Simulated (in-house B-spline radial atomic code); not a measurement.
Configurations of the zinc ion Zn²⁺, with energies counted from [Ar] 3d10. All numbers are computed (non-relativistic wB97X, spin-polarised, spherical fractional occupations, exact exchange averaged over the configuration; point nucleus) with a B-spline radial code for spherical atoms, not measured. Shells without spins written out take the highest spin.

Occupations are held fixed; configurations that lie above the ionisation limit could autoionise.

| configuration | E - E(ref) (eV) | highest orbital | its <r> (bohr) |
| --- | --- | --- | --- |
| [Ar] 3d9 4p1 | 18.084 | 4p up | 2.554 |
| [Ar] 3d9 4f1 | 32.164 | 4f up | 5.975 |
| [Ne] 3s2 3p5 3d10 4p1 | 92.494 | 4p up | 2.542 |
| [Ne] 3s2 3p5 3d10 4f1 | 106.68 | 4f up | 5.971 |

Task: Order these further configurations by energy, lowest first.
A. [Ne] 3s2 3p5 3d10 4s1
B. [Ar] 3d9 4s1
C. [Ne] 3s2 3p5 3d10 4d1
D. [Ar] 3d9 4d1

Result: B (10.436 eV), D (27.386 eV), A (84.797 eV), C (101.87 eV).
